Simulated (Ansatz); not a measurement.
`[SH][Zn][Cl]` + `O[SiH3]` → `[SiH3][O][Zn][Cl]` + H₂S at 500 K and 1 bar (ligand exchange at a Zn–S bond).

Gas-phase electronic energies from Ansatz, PBE0-D4/def2-TZVP geometries. CBS: MP2 limit from def2 TZ/QZ plus the TZ coupled-cluster correction, frozen cores. This one scheme is used for every species. For Zn outer-core shells are correlated without core-valence functions, which leaves a few kJ/mol of doubt a bond. Scalar relativity is left out up to krypton. Each species was taken in one conformer, which may not be the lowest.

```tsv
species	CCSD(T)/CBS energy (Eh)	H − E (kJ/mol)	S (J/(mol·K))
`[SH][Zn][Cl]`	-2636.62673	55.8	341.8
`O[SiH3]`	-366.69042	127.5	292.9
`[SiH3][O][Zn][Cl]`	-2604.33020	120.4	415.4
H₂S	-398.97279	57.0	224.0
```

H − E and S are ideal-gas, rigid-rotor, harmonic terms from PBE0-D4/def2-TZVP, for one conformer and one mirror image of each species. 1 Eh = 2625.50 kJ/mol, R = 8.31446 J/(mol·K).

Problem. By hand: ΔE, ΔH, ΔS and ΔG.

Solution. ΔE = (-2604.33020) + (-398.97279) − (-2636.62673) − (-366.69042) = 0.01416 Eh = 37.2 kJ/mol. Δ(H − E) = 120.4 + 57.0 − 55.8 − 127.5 = -5.9, so ΔH = 31.3 kJ/mol. ΔS = 415.4 + 224.0 − 341.8 − 292.9 = 4.7 J/(mol·K). ΔG = 31.3 − 500 × (4.7)/1000 = 28.9 kJ/mol.

Problem. By hand: the equilibrium constant, and the temperature at which ΔG would vanish if ΔH and ΔS stayed fixed.

Solution. log₁₀ K = −ΔG/(RT ln 10) = -3.0. ΔG = 0 at ΔH/ΔS = 6660 K, far beyond where these terms or the molecules hold.

The number of gas molecules stays the same, so ΔS is small and ΔH decides. A doubt of 5 kJ/mol in ΔE shifts log₁₀ K by 0.5 here. Other conformers and mirror images would add mixing entropy, several J/(mol·K) or more a flexible species. Modes under 60 cm⁻¹, often nearly free rotors, make the harmonic entropy too high. These are equilibria of isolated gas molecules and say nothing of rates. Largest T1 diagnostic: 0.015 (customary marks: 0.02 for closed shells, 0.045 for open ones).
